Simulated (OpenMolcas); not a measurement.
Yb3+: ligand-field states by method

Yb3+ with 2 ligands (fluoride) in linear coordination (D∞h) at 1.96 Å. Ligand basis ANO-RCC-VDZP.

```
Program             : OpenMolcas 26.06
Basis               : ANO-RCC-VDZP [7s6p4d2f1g]
Scalar Hamiltonian  : DKH2, point nucleus
Active space        : 13 electrons in 7 orbitals (4f)
State averaging     : 2S+1 = 2 odd, 7 roots
Spin-orbit coupling : RASSI with atomic mean-field integrals over the reference wave functions
```

I. CASSCF
II. SS-CASPT2, IPEA 0.25 Eh, imaginary shift 0.1 Eh (closed shells correlated: 5s 5p and the ligand valence shells)

Spin-free states (labels by Λ) in cm-1, each column counted from its own energy of the first state listed:

| State | Degeneracy | I | II |
| --- | --- | --- | --- |
| 2Σ | 1 | 0 | 0 |
| 2Π | 2 | 1295 | 2030 |
| 2Δ | 2 | 2499 | 3770 |
| 2Φ | 2 | 3713 | 4950 |

From I to II, I's first state of the same spin (2Π) moves from 1295 to 2030 cm-1, by about +730 cm-1.

With spin-orbit coupling the lowest J multiplet is 3232 (I), 4210 (II) cm-1 wide, a factor of 1.30 from I to II.

χT at 300 K: I 1.79, II 1.64 cm3 K/mol.

Without dynamic correlation the ligand-field splitting of an f shell can come out too small, at times by half (holds for I). Splittings of an f shell from a small cluster at a set distance can be off by tens of per cent, mostly too small (holds for II). The distance lies 2 % over the 1.92 Å that this model takes as the normal distance (a Shannon-type radius plus a fixed donor radius); by an R⁻⁵ law this alone changes a d-shell field by about -10 %. No measured value stands beside these numbers; the geometry is a model, was not optimised and need not be the one that this ion takes.
